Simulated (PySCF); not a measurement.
Compound: C2H6O2Si2.
SMILES with atom numbers: `[CH:1]#[C:2][Si@@H:3]([OH:4])[O:5][SiH3:6]` (hydrogens: H7 on C1; H8 on Si3; H9 on O4; H10, H11, H12 on Si6)

Computed, not measured: PySCF, TDDFT PBE0/def2-SVPD, vertical, gas phase, core orbitals frozen in the response. The structure is a single GFN2-xTB conformer in the gas phase; no vibrational or solvent corrections. Torsions of this conformer, `[CH:1]#[C:2][Si@@H:3]([OH:4])[O:5][SiH3:6]`: C2–Si3–O5–Si6 60°, H–O4–Si3–C2 70°.

Each state is given a Gaussian of 0.4 eV full width at half maximum, with ε(max) = 2.175×10⁸ f / Δν̃ (Δν̃ the width in cm⁻¹). The width is an assumption, not a result. The curve ends short of the highest state used, and states not computed would add to its high-energy end.

| E (eV) | ε (L mol⁻¹ cm⁻¹) |
| --- | --- |
| 5.56 | 0 |
| 5.62 | 0 |
| 5.67 | 0 |
| 5.73 | 0 |
| 5.79 | 0 |
| 5.85 | 1 |
| 5.90 | 2 |
| 5.96 | 4 |
| 6.02 | 8 |
| 6.08 | 14 |
| 6.13 | 21 |
| 6.19 | 34 |
| 6.25 | 49 |
| 6.31 | 63 |
| 6.36 | 73 |
| 6.42 | 77 |
| 6.48 | 72 |
| 6.54 | 60 |
| 6.59 | 46 |
| 6.65 | 31 |
| 6.71 | 18 |
| 6.77 | 11 |
| 6.82 | 8 |
| 6.88 | 12 |

Question: Locate the maxima and give the states behind the curve.

Answer: 193 nm (6.42 eV), ε about 77, made up of S2 (89%) (ε in L mol⁻¹ cm⁻¹; maxima over ε = 5, shares over 10%). At its high-energy end, 6.88 eV, the curve is still rising (ε about 12, from S2, S4 and S5). The states used: S1 6.16 eV (f 0.0001); S2 6.42 eV (f 0.0010); S3 6.44 eV (f 0.0001); S4 7.29 eV (f 0.0015); S5 7.43 eV (f 0.011); S6 7.48 eV (f 0.0063).

Question: On this curve, what absorbance would a 10⁻³ mol/L sample give at 193 nm over a 1 cm path?

Answer: 193 nm is 6.424 eV, where ε is about 77 L mol⁻¹ cm⁻¹, so A = ε c l ≈ 0.077 (Beer–Lambert, with the gas-phase spectrum and the assumed width).

Question: What would ε be at 6.42 eV, the highest of these maxima, with half the width (0.2 eV)?

Answer: About 151 L mol⁻¹ cm⁻¹ against 76.7, a factor of about 1.96; a lone state at its own centre would give exactly 2.

The run took 26 s (grids of density and orbitals included) on one thread of an Arm Neoverse V1, shared host, and the process peaked at 0.71 GiB of memory.
